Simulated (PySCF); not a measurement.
Delta-SCF ions had no search for a lower state. Excitations are Tamm–Dancoff values on a coarser integration grid. The basis has no diffuse functions, so Rydberg states are missing or too high.

Cartesian coordinates (Å):
SMILES: [SH][InH][SH]
```xyz
6

S      1.9906    -0.2572     0.3778
In     0.0229     0.9326    -0.3226
S     -2.0055    -0.3482    -0.4752
H      1.3355    -1.4355     0.5051
H      0.0639     2.6076    -0.6939
H     -1.4075    -1.4992    -0.0860
```
Charge 0, spin multiplicity 1.

**Question.** What total energy, vertical ionisation energy (Delta-SCF), T1 excitation (TDA), S1 excitation (TDA), HOMO, dipole moment, S1–T1 gap (TDA) and HOMO–LUMO gap does PySCF 2.14.0 with PBE-D3(BJ)/def2-TZVP give?

**Answer.** 
The total energy is -988.0683 Ha and the vertical ionisation energy (Delta-SCF) is 8.99 eV. The T1 excitation (TDA) is 3.90 eV and the S1 excitation (TDA) comes out as 4.24 eV. The HOMO is -6.23 eV. The dipole moment is 0.01 D. The S1–T1 gap (TDA) comes out as 0.33 eV and the HOMO–LUMO gap is 4.08 eV.
